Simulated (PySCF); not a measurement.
C₂H₄BFO₂, SMILES CC(=O)OBF.

Geometry optimised at B3LYP-D3(BJ)/def2-SVP. The structure was generated by enumeration, and PubChem lists no compound with its InChIKey, so it may never have been made. Other conformers were not sampled.

Calculation: TDDFT-PBE/def2-SVPD (PySCF 2.14.0).

Vertical excitations. The molecule is in vacuum.

Problem. Give excitation energies, oscillator strengths and character. (Estimate from the structure and the level; the computed values follow.)

Solution. 
```csv
state,energy (eV),λ (nm),f,main pairs
S1,4.95,251,0.001,HOMO→LUMO 99 %
S2,6.16,201,0.002,HOMO→LUMO+1 99 %
S3,6.71,185,0.014,HOMO→LUMO+2 99 %
S4,6.86,181,0.024,"HOMO−2→LUMO 49 %, HOMO−1→LUMO 48 %"
S5,7.30,170,0.075,"HOMO−2→LUMO 41 %, HOMO−1→LUMO 36 %, HOMO−1→LUMO+1 7 %"
S6,7.49,166,0.026,HOMO−3→LUMO 89 %
S7,7.58,164,0.003,HOMO→LUMO+3 93 %
S8,8.03,154,0.033,"HOMO−4→LUMO 65 %, HOMO−1→LUMO+1 25 %"
S9,8.13,152,0.026,HOMO→LUMO+4 95 %
S10,8.30,149,0.024,"HOMO−2→LUMO+1 59 %, HOMO−1→LUMO+1 21 %, HOMO−5→LUMO 13 %"
T1,4.52,274,0,HOMO→LUMO 99 %
T2,5.94,209,0,HOMO→LUMO+1 94 %
T3,5.97,208,0,HOMO−1→LUMO 83 %
T4,6.63,187,0,"HOMO−2→LUMO 69 %, HOMO→LUMO+2 16 %"
```
Triplets are in the Tamm–Dancoff approximation, which puts them higher than full response would, so one can lie above its singlet here.
